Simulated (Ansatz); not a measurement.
`B[O][Zn][SiH3]` → B• + 5 H• + O• + Si• + Zn (atom)  (atomization)

Program: Ansatz. Geometries: PBE0-D4/def2-TZVP. ΔE: electronic, gas phase. CCSD(T)/CBS adds triple-zeta CCSD(T) − MP2 to the extrapolated MP2 energy (def2 sets, frozen cores). This one scheme is used for every species, atoms too. For atomizations the MP2-based limit and the directly extrapolated one differ by several kJ/mol either way, and by 10 to 25 for some Ge, Se and Sn compounds, so smaller differences from it don't rank the levels. Functionals use def2-TZVPP. No spin–orbit coupling; open shells (•) take unrestricted orbitals. Spin–orbit coupling would lower the free atoms: a little for B, O, Si. Bonds to Zn are less sure, by a few kJ/mol each and by 10 to 20 or more in all where they break to atoms, as the def2 sets lack core-valence functions. Scalar relativity is left out up to krypton. Each species was taken in one conformer, which may not be the lowest.

```tsv
level	ΔE (kJ/mol)
r2SCAN-D4	2782.6
BHLYP-D4	2697.9
ωB97M-V	2766.8
BLYP	2696.4
HF/def2-SVP	2106.6
MP2/def2-SVP	2657.8
SCS-MP2/def2-TZVPP	2724.7
CCSD/def2-TZVPP	2655.7
```

(1) What does CCSD(T)/CBS give? (Best estimate.)

Largest T1 diagnostic among the species: 0.017.

## Answers

(1) The calculation gave: +2756.6 kJ/mol. The listed levels differ from it by 26.0, -58.7, 10.2, -60.2, -650.0, -98.8, -31.9, -100.9 kJ/mol.

In def2-TZVPP, CCSD(T) changes the Hartree–Fock value by +602.3 kJ/mol (the triples alone add +32.2 kJ/mol) and MP2 by +642.3 kJ/mol; breaking electron pairs costs correlation energy, which Hartree–Fock lacks. The D4 term adds +23.2 kJ/mol with B3LYP and +12.1 kJ/mol with PBE0; it sums over pairs of atoms, weighted by their polarisabilities, and B3LYP, whose exchange is more repulsive, gets the larger term. From r2SCAN to r2SCAN0 (25 % exact exchange), in def2-TZVPP and without D4, ΔE moves by −40.0 kJ/mol: exact exchange takes away binding that semilocal exchange gives to molecules.

B3LYP here is the variant with VWN-RPA as its local correlation; programs differ in this.
